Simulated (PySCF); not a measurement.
## How methods differ on the ionisation energy of Bi

Bi [Xe] 4f14 5d10 6s2 6p3 [6p1/2^2 6p3/2^1, M_J = 3/2] → Bi⁺ [Xe] 4f14 5d10 6s2 6p2 [6p1/2^2, M_J = 0], as a difference of total energies. All numbers are calculated (PySCF 2.14, the two-component X2C-1e Hamiltonian, in x2c-TZVPPall-2c with one added diffuse shell each of s, p, d, f type (12s12p10d4f, 126 functions)). Correlated levels: [Xe] 4f14 frozen; the 54 highest virtual spinors dropped. "Screened" scales the spin-orbit matrix elements by Boettger's factors to mimic the two-electron term; Breit and QED terms are absent.

| method | ionisation energy (eV) |
| --- | --- |
| GHF (screened spin-orbit) | 6.991 |
| GMP2 (screened spin-orbit) | 7.343 |
| GCCSD (screened spin-orbit) | 7.212 |
| GCCSD(T) (screened spin-orbit) | 7.210 |

Question: How much does correlation contribute at GCCSD(T) (screened spin-orbit)?

Answer: 7.210 − (6.991) = 0.219 eV, measured against GHF (screened spin-orbit).

Errors of the correlated levels include the incompleteness of this basis and the frozen core.

The labels give the starting determinants; with spin-orbit coupling the two ends relaxed to ⟨J²⟩ = 3.78, ⟨L²⟩ = 0.81, ⟨S²⟩ = 3.24 and ⟨J²⟩ = 0.00, ⟨L²⟩ = 1.52, ⟨S²⟩ = 1.52.

For comparison: 7.286 eV (measured; NIST Atomic Spectra Database, ionization energies).
